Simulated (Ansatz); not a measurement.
Cost and result for the atomization energy of C₂H₅ClOSn (10 atoms, 8 bonds).

```xyz
10

C    -1.067    0.458    1.716
Sn   -0.494    1.376   -0.187
O     0.646   -0.794   -0.825
C     0.897   -1.015   -1.968
Cl    1.723   -2.437   -2.486
H    -0.310   -0.261    2.032
H    -2.038   -0.034    1.651
H    -1.123    1.242    2.478
H     1.127    1.819    0.394
H     0.638   -0.354   -2.804
```

Charge 0, multiplicity 1. Correlated methods include outer-core shells of Sn, which these sets cover unevenly. Sn takes the def2 core potential. The bonds changed during the relaxation, so this is another structure than the one it started from. Geometry: relaxed with PBE0-D4/def2-TZVP. Program: Ansatz. All runs use 4 threads of a server CPU on a shared host. Times are those of one run each, without the atoms' runs, and a repeat can differ threefold. Electronic energies, without spin–orbit coupling; frozen cores. CCSD(T)/CBS adds CCSD(T) − MP2 in def2-TZVPP to the MP2 limit, and its time is that of the two runs behind it. T1 = 0.015. With those shells the extrapolation isn't a true limit. HSE06 is the plane-wave form, built on full-range PBE exchange.

CCSD(T)/CBS is a level of theory with its own doubt, some kJ/mol a heavy atom from the limit and from the frozen cores, so smaller differences don't rank the functionals.

| level | functions | wall time | atomization (kJ/mol) | difference from CCSD(T)/CBS | per bond |
| --- | --- | --- | --- | --- | --- |
| revPBE-D4/def2-TZVPP | 255 | 5.5 s | 3373.7 | 2.6 | 0.3 |
| BLYP-D4/def2-TZVPP | 255 | 5.5 s | 3388.1 | 17.0 | 2.1 |
| PBE-D4/def2-TZVPP (with forces) | 255 | 7 s | 3465.3 | 94.2 | 11.8 |
| BHLYP-D4/def2-TZVPP | 255 | 7.5 s | 3227.5 | -143.6 | -18.0 |
| PBE0-D4/def2-TZVPP | 255 | 8 s | 3366.7 | -4.4 | -0.5 |
| CAM-B3LYP-D4/def2-TZVPP | 255 | 8.5 s | 3365.9 | -5.2 | -0.6 |
| HSE06-D4/def2-TZVPP | 255 | 8.6 s | 3369.0 | -2.1 | -0.3 |
| r2SCANh-D4/def2-TZVPP | 255 | 11 s | 3345.4 | -25.7 | -3.2 |
| PBE-QIDH/def2-TZVPP | 255 | 14 s | 3323.1 | -48.0 | -6.0 |
| CCSD(T)/def2-SVP | 111 | 16 s | 3165.6 | -205.5 | -25.7 |
| MP2/def2-QZVPP | 473 | 55 s | 3386.0 | 14.9 | 1.9 |
| CCSD(T)/def2-TZVPP | 255 | 6.1 min | 3274.1 | -97.0 | -12.1 |
| CCSD(T)/CBS(def2) | – | 7 min | 3371.1 | 0.0 | 0.0 |

At CCSD(T), def2-SVP lies −205.5 kJ/mol from the extrapolated value and def2-TZVPP −97.0 kJ/mol: correlation converges slowly with the basis, and small sets miss more of it in the bonded molecule than in its fragments. Leaving LDA and LC-ωPBE aside and taking each functional with its dispersion term where it has one, the values spread over 237.9 kJ/mol, from BHLYP-D4 to PBE-D4. LDA lies +476.0 kJ/mol from PBE without D4, its usual overbinding. The D4 term adds +35.8 kJ/mol with B3LYP and +18.8 kJ/mol with PBE0; it sums over pairs of atoms, weighted by their polarisabilities, and B3LYP, whose exchange is more repulsive, gets the larger term.

B3LYP here is the variant with VWN-RPA as its local correlation; programs differ in this.

Spin–orbit coupling would lower the free Sn atoms strongly, and the atomization energy with them, by more than many differences here. For some Ge, Se and Sn compounds the MP2-based and the directly extrapolated limit differ by 10 to 25 kJ/mol.
